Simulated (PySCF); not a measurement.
(Z)-1,3,3-trifluoroprop-1-ene (C₃H₃F₃), SMILES F/C=C\C(F)F.

Coordinates come from a PBE0-D3(BJ)/def2-SVP optimisation. The values are those of a single conformer.

Method: PBE0-D3(BJ)/def2-SVP (PySCF).

Harmonic, unscaled wavenumbers; measured fundamentals usually lie a few per cent lower.

Computed vibrational spectrum:
| mode | ν (cm⁻¹) | IR (km/mol) | Raman (Å⁴/amu) | depolarisation | moving atoms (share of kinetic energy) |
|---|---|---|---|---|---|
| 1 | 54 | 3.0 | 0.8 | 0.75 | F 75 %, C 19 % |
| 2 | 185 | 3.7 | 0.4 | 0.40 | F 75 %, C 21 % |
| 3 | 254 | 5.0 | 4.2 | 0.75 | F 45 %, C 33 %, H 22 % |
| 4 | 443 | 21.2 | 1.2 | 0.46 | F 52 %, C 36 %, H 12 % |
| 5 | 573 | 6.3 | 1.0 | 0.61 | F 63 %, C 32 % |
| 6 | 574 | 1.3 | 2.9 | 0.75 | C 53 %, F 26 %, H 21 % |
| 7 | 711 | 7.3 | 3.8 | 0.36 | C 56 %, F 35 %, H 8 % |
| 8 | 805 | 26.6 | 2.2 | 0.75 | H 70 %, C 25 % |
| 9 | 966 | 0.0 | 3.2 | 0.75 | H 73 %, C 27 % |
| 10 | 1024 | 22.6 | 10.4 | 0.19 | C 45 %, H 29 %, F 25 % |
| 11 | 1143 | 227.6 | 2.9 | 0.75 | C 57 %, F 33 %, H 10 % |
| 12 | 1162 | 144.0 | 5.4 | 0.62 | C 47 %, H 37 %, F 16 % |
| 13 | 1169 | 117.5 | 1.0 | 0.47 | C 58 %, F 21 %, H 21 % |
| 14 | 1262 | 44.3 | 3.5 | 0.75 | H 61 %, C 23 %, F 16 % |
| 15 | 1354 | 8.3 | 5.6 | 0.71 | H 80 %, C 19 % |
| 16 | 1389 | 30.1 | 4.9 | 0.75 | H 83 %, C 15 % |
| 17 | 1467 | 61.7 | 1.4 | 0.71 | H 49 %, C 48 % |
| 18 | 1790 | 124.2 | 24.1 | 0.14 | C 93 % |
| 19 | 3119 | 23.8 | 68.8 | 0.22 | H 92 %, C 8 % |
| 20 | 3226 | 4.0 | 51.7 | 0.68 | H 92 %, C 8 % |
| 21 | 3246 | 1.1 | 103.0 | 0.13 | H 91 %, C 9 % |
